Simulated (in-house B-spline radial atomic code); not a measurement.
The numbers below are computed, except where a source is named.
Ghost states of the separable form: Si

Si, [Ne] 3s2 3p2, non-relativistic PBE, spherical and spin-unpolarised, from an all-electron radial atomic-structure program (B-spline basis) (atomic units; all potentials screened as in the neutral atom).

Troullier-Martins channels: 3s (ε = -0.3957, r_c = 2.126 bohr), 3p (ε = -0.1503, r_c = 2.566 bohr). In the Kleinman-Bylander form one channel serves as the local potential, and each other channel l becomes |δV u><u δV|/<u|δV|u>, with δV = V_l − V_local and u the pseudo-orbital. Its strength is E_KB = <u|δV²|u>/<u|δV|u>. By the analysis of Gonze, Stumpf and Scheffler a spurious state lies below the reference level ε if E_KB > 0 and ε is above the second level of the local potential alone, or if E_KB < 0 and ε is above its first. The table's levels are those of angular momentum l in a sphere of 9 bohr, whose wall can lift a shallow ε a little above its free-atom value.

```json
{"local": "p", "channel": "s", "<u δV u>": "0.084369", "<u δV² u>": "0.13678", "ε": "-0.3957", "first local level": "-0.5738", "second local level": "-0.0085"}
{"local": "s", "channel": "p", "<u δV u>": "-0.034925", "<u δV² u>": "0.059541", "ε": "-0.1498", "first local level": "-0.1291", "second local level": "0.1190"}
```

Apply the rule to each row.

Local p, channel s: E_KB = +1.62, so ε = -0.3957 is set against -0.0085: no ghost. Local s, channel p: E_KB = -1.7, so ε = -0.1498 is set against -0.1291: no ghost.

Diagonalising the separable Hamiltonian gives:

```tsv
local	channel	three lowest levels	all-electron, two lowest valence levels
p	s	-0.3957, 0.0339, 0.3344	-0.3957, 0.0342
s	p	-0.1498, 0.1072, 0.4305	-0.1498, 0.1075
```

Which choices of local channel are safe?

All are free of ghosts. Among the safe choices the second level, which tests transfer, is off by at most 0.4 millihartree (s local), 0.3 millihartree (p local).
